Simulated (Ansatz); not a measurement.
Relaxation of CH$_{7}$Ge (9 atoms, charge 0, multiplicity 2), to a largest force component of 0.03 eV/Å in at most 50 steps.

These are results of UKS BHLYP-D4/def2-SVP in Ansatz 0.2.0, not measurements.

```xyz
9
Properties=species:S:1:pos:R:3
Ge 0.009 0.001 -0.147
H 0.046 0.005 1.397
H 1.435 0.000 -0.703
H -0.726 1.246 -0.651
H -0.723 -1.249 -0.643
C -0.010 -0.001 3.712
H -0.596 -0.910 3.736
H 1.070 -0.054 3.758
H -0.504 0.961 3.745
```

Q: Where does it end, and by what steps?

A: It converged. The force dipped under the threshold on the way, but the program's further checks kept it going. After 11 steps the energy has fallen by 0.043 eV; C6 moved furthest, 0.34 Å.

| step | energy less start (eV) | largest force component (eV/Å) | accepted |
| --- | --- | --- | --- |
| 0 | 0.0000 | 0.348 | yes |
| 1 | 0.0059 | 0.508 | no |
| 2 | -0.0130 | 0.192 | yes |
| 3 | -0.0322 | 0.053 | yes |
| 4 | -0.0405 | 0.027 | yes |
| 5 | -0.0421 | 0.063 | yes |
| 6 | -0.0425 | 0.015 | yes |
| 7 | -0.0427 | 0.015 | yes |
| 8 | -0.0344 | 0.202 | no |
| 9 | -0.0404 | 0.122 | no |
| 10 | -0.0426 | 0.037 | no |
| 11 | -0.0427 | 0.021 | yes |

```xyz
9
Properties=species:S:1:pos:R:3
Ge 0.009 0.001 -0.398
H 0.049 0.007 1.130
H 1.437 0.000 -0.950
H -0.726 1.247 -0.897
H -0.724 -1.250 -0.888
C -0.011 -0.001 4.051
H -0.597 -0.912 4.037
H 1.071 -0.054 4.073
H -0.507 0.962 4.043
```

Whether the end is a true minimum wasn't checked by a vibrational analysis.

The run took 24 s on 2 threads of Arm Neoverse V2, with other jobs on the host, peak memory 0.21 GiB.
